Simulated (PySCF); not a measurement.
UHF on O⁺ (oxygen, charge +1)

Configuration: [He] 2s2 2p3, high-spin 4S determinant. Calculation: PySCF 2.14, in cc-pVTZ (4s3p2d1f, 30 functions); the non-relativistic Hamiltonian (point nucleus).

- Total energy: -74.370374 hartree
- One-electron energy: -98.4530 hartree
- Hartree (Coulomb) energy: 31.9936 hartree
- Exchange energy: -7.9109 hartree
- Kinetic energy: 74.36055 hartree
- ⟨S²⟩: 3.7554
- ⟨L²⟩: 0.000
- Sum of ⟨r⟩: 5.821 bohr
- Sum of ⟨r²⟩: 7.393 bohr²
- Density at the nucleus (Gaussians lack the cusp): 301 bohr⁻³
- Spin density at the nucleus: 0.0387 bohr⁻³
- Langevin diamagnetic susceptibility: -5.86 ×10⁻⁶ cm³/mol
- Time after the integrals: 0.11 s of wall time on 1 thread of Neoverse-N1 (shared host)

```tsv
shell	electrons	mean orbital energy (eV)	rms radius, mean of both spins (bohr)
1s α	1	-582.67	0.230
1s β	1	-579.03	0.230
2s α	1	-56.399	1.20
2s β	1	-41.697	1.20
2p α	3	-36.204	1.21
```
